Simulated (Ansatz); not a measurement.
Reaction (redistribution): `O[SiH2]S[SiH3]` + `CO[Si](Cl)(Cl)Cl` → `[SiH3]O[Si](Cl)(Cl)Cl` + `CS[SiH2]O`

Calculated with Ansatz (gas phase, PBE0-D4/def2-TZVP geometries, no zero-point term in ΔE). CCSD(T)/CBS adds triple-zeta CCSD(T) − MP2 to the extrapolated MP2 energy (def2 sets, frozen cores). DFT in def2-TZVPP. B3LYP here is the variant with VWN-RPA as its local correlation; programs differ in this. Each species was taken in one conformer, which may not be the lowest.

| level | ΔE (kJ/mol) | difference from CCSD(T)/CBS |
| --- | --- | --- |
| PBE0-D4 | -71.0 | 10.7 |
| ωB97M-V | -77.9 | 3.8 |
| PBE | -67.6 | 14.1 |
| PBE0 | -71.7 | 10.0 |
| B3LYP | -81.7 | 0.0 |
| CCSD/def2-TZVPP | -82.7 | -1.0 |
| CCSD(T)/def2-TZVPP | -80.2 | 1.5 |
| HF/def2-QZVPP | -93.2 | -11.5 |
| SCS-MP2/def2-QZVPP | -86.4 | -4.7 |
| MP2/CBS(def2) | -84.3 | -2.6 |
| CCSD(T)/CBS | -81.7 | 0 |

Largest T1 diagnostic among the species: 0.012.

From PBE to PBE0 (25 % exact exchange), in def2-TZVPP and without D4, ΔE moves by −4.0 kJ/mol. In def2-TZVPP, CCSD(T) changes the Hartree–Fock value by +10.8 kJ/mol (the triples alone add +2.5 kJ/mol) and MP2 by +8.1 kJ/mol.
